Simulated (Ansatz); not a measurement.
`[F][InH][Cl]` + HCl → `[Cl][InH][Cl]` + H–F at 400 K and 1 bar (ligand exchange at the In–F bond).

Gas-phase electronic energies from Ansatz, PBE0-D4/def2-TZVP geometries. CCSD(T)/CBS is the MP2 limit (def2-TZVPP, def2-QZVPP) plus CCSD(T) − MP2 in def2-TZVPP, frozen cores. This one scheme is used for every species. def2 core potentials past Kr. For In outer-core shells are correlated without core-valence functions, which leaves a few kJ/mol of doubt a bond.

```tsv
species	CCSD(T)/CBS energy (Eh)	H − E (kJ/mol)	S (J/(mol·K))
`[F][InH][Cl]`	-750.05448	44.4	327.9
HCl	-460.38127	29.6	195.4
`[Cl][InH][Cl]`	-1110.06218	43.6	333.4
H–F	-100.39570	36.5	182.2
```

H − E and S are ideal-gas, rigid-rotor, harmonic terms from PBE0-D4/def2-TZVP. 1 Eh = 2625.50 kJ/mol, R = 8.31446 J/(mol·K).

Q: By hand: ΔE, ΔH, ΔS and ΔG.

A: ΔE = (-1110.06218) + (-100.39570) − (-750.05448) − (-460.38127) = -0.02213 Eh = -58.1 kJ/mol. Δ(H − E) = 43.6 + 36.5 − 44.4 − 29.6 = 6.1, so ΔH = -52.0 kJ/mol. ΔS = 333.4 + 182.2 − 327.9 − 195.4 = -7.7 J/(mol·K). ΔG = -52.0 − 400 × (-7.7)/1000 = -48.9 kJ/mol.

Q: By hand: the equilibrium constant, and the temperature at which ΔG would vanish if ΔH and ΔS stayed fixed.

A: log₁₀ K = −ΔG/(RT ln 10) = 6.4. ΔG = 0 at ΔH/ΔS = 6753 K, far beyond where these terms or the molecules hold.

The number of gas molecules stays the same, so ΔS is small and ΔH decides. A doubt of 5 kJ/mol in ΔE shifts log₁₀ K by 0.7 here. These are equilibria of isolated gas molecules and say nothing of rates. Largest T1 diagnostic: 0.015 (customary marks: 0.02 for closed shells, 0.045 for open ones).
